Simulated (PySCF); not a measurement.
# Potassium: a sound run and one with changed settings

Sound run: K⁺ [Ar], K²⁺ [Ne] 3s2 3p5. Calculation: PySCF 2.14, in def2-TZVP (6s4p3d, 33 functions); no relativity, point nucleus. In the sound run the correlated levels freeze [Ne] 3s2. The sound run starts from symmetry-adapted Hartree-Fock orbitals and uses a fine grid where one is needed.

Changed run: scalar relativity by spin-free X2C-1e. This setting is unsound on purpose.

| species | method | sound run (hartree) | changed run (hartree) | converged |
| --- | --- | --- | --- | --- |
| K⁺ | UHF | -599.00603 | -600.99992 | yes |
| K⁺ | r2SCAN | -599.71402 | -601.70651 | yes |
| K⁺ | M06-2X | -599.74109 | -601.73424 | yes |
| K⁺ | MP2 | -599.13226 | -601.12596 | yes |
| K⁺ | CCSD(T) | -599.14299 | -601.13664 | yes |
| K²⁺ | UHF | -597.88503 | -599.87882 | yes |
| K²⁺ | r2SCAN | -598.54817 | -600.54069 | yes |
| K²⁺ | M06-2X | -598.57449 | -600.56762 | yes |
| K²⁺ | MP2 | -597.96832 | -599.96196 | yes |
| K²⁺ | CCSD(T) | -597.97996 | -599.97356 | yes |

Ionisation energy of K⁺:

```csv
method,sound run (eV),changed run (eV)
UHF,30.504,30.507
r2SCAN,31.724,31.724
M06-2X,31.745,31.745
MP2,31.673,31.674
SCS-MP2,31.609,31.611
CCSD,31.634,31.635
CCSD(T),31.647,31.649
```

Most of the change in total energy is the relativistic energy itself. On top of that the contraction fixes the core shape for the Hamiltonian it was made with, so the changed run is not a good calculation with the other Hamiltonian either.

For comparison, NIST gives 31.625 eV between the lowest levels.
